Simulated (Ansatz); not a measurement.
`C=NB(O)F` + `[SiH3][NH][SbH2]` → `C=NBF` + `[OH][SbH][NH][SiH3]`  (redistribution)

Calculated with Ansatz (gas phase, PBE0-D4/def2-TZVP geometries, no zero-point term in ΔE). CCSD(T)/CBS adds triple-zeta CCSD(T) − MP2 to the extrapolated MP2 energy (def2 sets, frozen cores). DFT in def2-TZVPP. def2 core potentials past Kr. For Sb outer-core shells are correlated without core-valence functions, which leaves a few kJ/mol of doubt a bond. One conformer a species, not always the lowest.

`C=NB(O)F`:

Cartesian coordinates in Å:
```
C 0.879 -0.497 1.061
N 0.646 -0.126 -0.111
B -0.370 0.667 -0.722
O -1.451 0.139 -1.348
F -0.220 1.987 -0.783
H 1.758 -1.110 1.283
H 0.244 -0.243 1.921
H -1.484 -0.818 -1.301
```

`[SiH3][NH][SbH2]`:

```xyz
9

Si   -1.210   -0.015    0.170
N     0.311   -0.782    0.402
Sb    2.110   -0.082   -0.220
H    -1.353    1.271    0.915
H    -2.289   -0.935    0.622
H    -1.373    0.295   -1.275
H     0.393   -1.457    1.147
H     1.793    1.580    0.087
H     1.618    0.125   -1.848
```

`C=NBF`:

```xyz
7

C    -0.425    1.167    0.420
N    -0.021    0.071    0.010
B     0.408   -1.166   -0.393
F     1.116   -1.300   -1.520
H     0.178    1.790    1.091
H    -1.403    1.567    0.129
H     0.147   -2.130    0.264
```

`[OH][SbH][NH][SiH3]`:

Cartesian coordinates in Å:
```
O 2.003 1.158 0.425
Sb 1.714 -0.365 -0.796
N -0.063 -1.020 -0.109
Si -1.486 -0.082 0.173
H 2.597 0.925 1.143
H 0.981 0.700 -1.914
H 0.003 -1.907 0.370
H -1.501 1.009 -0.834
H -2.691 -0.942 0.012
H -1.558 0.525 1.532
```

```json
{"species": "`C=NB(O)F`", "ωB97M-V energy (Eh)": "-294.73491"}
{"species": "`[SiH3][NH][SbH2]`", "ωB97M-V energy (Eh)": "-588.04489"}
{"species": "`C=NBF`", "ωB97M-V energy (Eh)": "-219.42508"}
{"species": "`[OH][SbH][NH][SiH3]`", "ωB97M-V energy (Eh)": "-663.31898"}
```

(1) Work out ΔE.

Largest T1 diagnostic among the species: 0.014.

Answers

(1) ΔE = (-219.42508) + (-663.31898) − (-294.73491) − (-588.04489) = 0.03574 Eh = +93.8 kJ/mol. CCSD(T)/CBS gives +87.6 kJ/mol.

From PBE to PBE0 (25 % exact exchange), in def2-TZVPP and without D4, ΔE moves by +13.5 kJ/mol. In def2-TZVPP, CCSD(T) changes the Hartree–Fock value by −16.0 kJ/mol (the triples alone add −3.9 kJ/mol) and MP2 by −20.9 kJ/mol.
